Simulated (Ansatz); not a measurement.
Total energies of `C[O][Zr]([O]C)([O]C)[O]C`.

```xyz
21

C     1.801   -0.205   -2.772
O     1.048   -0.119   -1.614
Zr    0.000    0.000    0.000
O    -0.502   -1.771    0.572
C    -0.864   -3.043    0.982
O    -1.587    1.040   -0.340
C    -2.728    1.787   -0.582
O     1.042    0.851    1.381
C     1.790    1.461    2.373
H     1.315    0.334   -3.594
H     1.927   -1.250   -3.079
H     2.797    0.228   -2.624
H    -1.955   -3.147    1.015
H    -0.471   -3.801    0.294
H    -0.471   -3.258    1.983
H    -3.630    1.195   -0.390
H    -2.758    2.673    0.063
H    -2.759    2.125   -1.625
H     1.306    2.383    2.716
H     2.790    1.719    2.004
H     1.908    0.798    3.238
```

Total charge 0; spin multiplicity 1. Correlated methods include outer-core shells of Zr, which these sets cover unevenly. Zr takes the def2 core potential. The structure was optimised at the PBE0-D4/def2-TZVP level. It is one conformer, not always the lowest. Basis def2-TZVPP, the Gaussian-basis code of Ansatz.

RPA on PBE orbitals: Hartree–Fock energy of these orbitals -504.73743 Eh, correlation -3.15124 Eh (frozen core).

```
             functional  energy without D4 (Eh)  D4 term (kJ/mol)
            LDA (SPW92)              -504.25616                 –
                    PBE              -507.48868             -40.2
                 revPBE              -507.90357            -115.9
                   BLYP              -507.85944             -84.5
                 r2SCAN              -507.79492             -11.6
                 B97M-V              -507.93775                 –
                   PBE0              -507.48207             -34.9
                  B3LYP              -508.05213             -63.5
                r2SCANh              -507.75207             -12.3
                r2SCAN0              -507.69073             -13.5
HSE06 (plane-wave form)              -507.45746             -32.8
                  BHLYP              -507.67548             -50.7
              CAM-B3LYP              -507.80009             -35.8
                LC-ωPBE              -507.76073                 –
                ωB97X-V              -507.83920                 –
                ωB97M-V              -507.74856                 –
                 B2PLYP              -507.59402                 –
               PBE-QIDH              -507.36533                 –
```

B3LYP takes the VWN-RPA correlation (the form of Gaussian; ORCA's B3LYP/G). HSE06 is the plane-wave form, built on full-range PBE exchange. The double hybrids freeze the cores in their second-order part.

LC-ωPBE has ω = 0.4 bohr⁻¹.
